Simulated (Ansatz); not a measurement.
Species: ZnBr₂, net charge 1, doublet state. The spin state was set by rule; other spins were not relaxed. 
Structure (B3LYP-D3(BJ)/def2-TZVP (Ansatz, an electronic-structure program) minimum search):
```xyz
3

Zn     0.0000     0.0000     0.0000
Br     0.0000     0.0000    -2.2704
Br     0.0000     0.0000     2.2704
```
Charge +1, spin multiplicity 2.

Give the harmonic wavenumbers at B3LYP-D3(BJ)/def2-TZVP (Ansatz, finite differences of forces, unscaled).

59, 64, 194, 327 cm⁻¹. Zero-point energy 0.9 kcal/mol.

From these and the geometry, give the ideal-gas thermochemistry at 298.15 K and 1 atm (rigid rotor, harmonic oscillator).

Point group D∞h, rotational symmetry number 2. Rotational constants 0.6135, 0.6135 GHz. S(trans) 42.14, S(rot) 18.94, S(vib) 12.27, S(elec, spin only) 1.38, S 74.7 cal/(mol K). H(298) - H(0) 3.69 kcal/mol; G - E(el) -17.7 kcal/mol.
